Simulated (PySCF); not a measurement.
# Xe⁺ (xenon, charge +1) across methods

[Kr] 4d10 5s2 5p4 6s1, high-spin 4P determinant (an excited configuration). Calculation: PySCF 2.14, in aug-cc-pVQZ-PP with ECP28MDF; scalar relativity through the core potential.

| method | E (hartree) | mean ε 5p α (eV) | mean ε 5p β (eV) | mean ε 6s α (eV) | Σ⟨r²⟩ (bohr²) | ⟨S²⟩ |
| --- | --- | --- | --- | --- | --- | --- |
| r2SCAN | -328.5977 | -21.654 | -19.816 | -7.410 | 63.93 | 3.754 |
| LDA | -328.0305 | -21.218 | -19.643 | -7.620 | 63.81 | 3.751 |
| PBE0 | -328.4978 | -22.612 | -20.810 | -7.919 | 64.10 | 3.753 |
| UHF | -327.46826 | -26.326 | -23.966 | -8.954 | 66.58 | 3.759 |
| BLYP | -328.4377 | -20.828 | -19.387 | -7.302 | 64.18 | 3.752 |
| TPSS | -328.3596 | -21.188 | -19.526 | -7.293 | 63.60 | 3.753 |
| M06-2X | -328.4209 | -24.069 | -22.134 | -8.499 | 64.50 | 3.756 |
| B97-3 | -328.5423 | -22.631 | -20.888 | -7.811 | 64.50 | 3.753 |
| PBE | -328.4722 | -21.086 | -19.431 | -7.441 | 63.77 | 3.752 |

Energies and moments cover only the electrons outside the core potential. The outer electron is Rydberg-like, and this basis confines it to a smaller radius and binds it less than a complete one would.
